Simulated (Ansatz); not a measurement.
`[AlH2][CH2]B[SiH3]`, one more setting.

```yaml
crystal:
  periodic: [false, false, false]
  atoms:
    - {symbol: Al, position_ang: [-1.463504, 1.026357, 0.778475]}
    - {symbol: C, position_ang: [-1.195462, -0.676517, -0.131235]}
    - {symbol: B, position_ang: [0.280951, -0.920407, 0.271879]}
    - {symbol: Si, position_ang: [1.909397, -0.073903, -0.674010]}
    - {symbol: H, position_ang: [-0.744502, 2.352823, 0.213852]}
    - {symbol: H, position_ang: [-2.491598, 1.188165, 1.905806]}
    - {symbol: H, position_ang: [-1.390670, -0.348423, -1.190352]}
    - {symbol: H, position_ang: [-1.957043, -1.367628, 0.178085]}
    - {symbol: H, position_ang: [0.451071, -1.595941, 1.151989]}
    - {symbol: H, position_ang: [2.527223, 0.820130, 0.300165]}
    - {symbol: H, position_ang: [2.841845, -1.110655, -1.022502]}
    - {symbol: H, position_ang: [1.441097, 0.703927, -1.844231]}
basis:
  gaussian: {orbitals: 6-31G}
magnetization: {spin_polarized: true, initial_magnetization: 2}
hamiltonian: {xc: {name: HF}}
correlation: {method: ccsd_t, electrons: all}
```

```sh
$ ansatz run in.yaml --threads 2 --pin off --events-out ev --progress --plain --max-ram 4352MiB
```

It prints (some lines left out):

```
Functional definition: HF
787 factors; integrals over basis functions are off by at most 1.8e-4 eV
mean field evaluation 1: about -16262.9102 eV, gradient 1.7e1 eV
mean field evaluation 2: about -16262.9152 eV, gradient 1.7e1 eV
mean field evaluation 4: about -16265.1829 eV, gradient 2.4e0 eV
mean field evaluation 8: about -16265.3305 eV, gradient 9.9e-2 eV
mean field evaluation 32: about -16265.3301 eV, gradient 1.5e-6 eV
mean field -16265.33091009 eV, -597.7398859086 hartree, gradient 3.7e-6 eV, S^2 2.014473; 8 other end points of the search recorded, 0 dependent functions left out
determinant -16265.33091009 eV, -597.7398859086 hartree, with singles and doubles -16273.44299214 eV, -598.0379994252 hartree
determinant -16265.33008515 eV, -597.7398555925 hartree, with singles and doubles -16273.38000776 eV, -598.0356847920 hartree
determinant -16265.12659092 eV, -597.7323773176 hartree, with singles and doubles -16273.46960347 eV, -598.0389773736 hartree
determinant -16265.33091009 eV, -597.7398859086 hartree, with singles and doubles -16273.47072434 eV, -598.0390185648 hartree
determinant -16265.33008515 eV, -597.7398555925 hartree, with singles and doubles -16273.44827806 eV, -598.0381936794 hartree
determinant -16265.12659092 eV, -597.7323773176 hartree, with singles and doubles -16273.47906324 eV, -598.0393250139 hartree
reference -16265.12659092 eV, -597.7323773177 hartree; 24, 22 occupied and 36, 38 virtual orbitals, 787 factors
second order -6.81583358 eV of doubles, -0.00000000 eV of singles
cycle   1  -8.35246761 eV  change    4.7e-6 eV  update   6.2e-6
perturbative correction -0.24657706 eV, -0.0090615398 hartree
Total energy: -16273.72563560 eV, -598.0483863807 hartree
```

It took 58 s on 2 threads of an Arm Neoverse V2 on a shared host, with 0.46 GiB of host memory at the peak.
